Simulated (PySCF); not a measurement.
Computed properties of CH9FSi3, SMILES F[Si]([SiH3])([SiH3])C

Si(F)(Me)(SiH3)2 (CH9FSi3), SMILES C[Si](F)([SiH3])[SiH3]. Geometry optimised at PBE0-D3(BJ)/def2-SVP. One conformer was computed; it need not be the lowest. All values are computed for the isolated molecule unless a solvent is named; none is compared with measurement here.

**Structure.** The optimised structure has Cs symmetry. All 36 harmonic modes at PBE0-D3(BJ)/def2-SVP (PySCF) are real, so it is a minimum. With heavy atoms numbered as in [CH3:1][Si:2]([F:3])([SiH3:4])[SiH3:5], the shortest bond between them is Si2–F3 at 1.643 Å and the longest Si2–Si5 at 2.349 Å.

**Vibrations.** The strongest infrared lines (harmonic, unscaled, degenerate partners summed) lie at 787 cm⁻¹ (206 km/mol, H 77 %, C 16 %), 858 cm⁻¹ (202 km/mol, H 84 %, Si 13 %), 2234 cm⁻¹ (148 km/mol, H 96 %). The softest mode is at 86 cm⁻¹ and the zero-point energy is 56.3 kcal/mol.

**Electronic structure.** M06-2X/def2-TZVP (PySCF) places the frontier levels at -8.64 and 0.12 eV, a gap of 8.76 eV, and gives a dipole moment of 1.62 D and a mean polarisability of 97.9 bohr³.

**Excitations.** TDA-ωB97X/def2-SVPD (PySCF) has S1 at 6.12 eV (203 nm, f = 0.038, weak); the most intense of the 10 singlets computed lies at 7.97 eV (f = 0.65). T1 (TDA) is at 5.33 eV, 0.79 eV under S1. No vertical singlet excitation falls in the visible range (under 3.1 eV).

**NMR.** GIAO shifts at HF/pcSseg-1 (PySCF) (non-relativistic, atoms alike by connectivity averaged): ¹³C at 2.3 ppm against TMS; ¹H from 0.9 to 3.6 ppm against TMS; ²⁹Si from -93.6 to 37.9 ppm against TMS; ¹⁹F at -189.5 ppm against CFCl3.
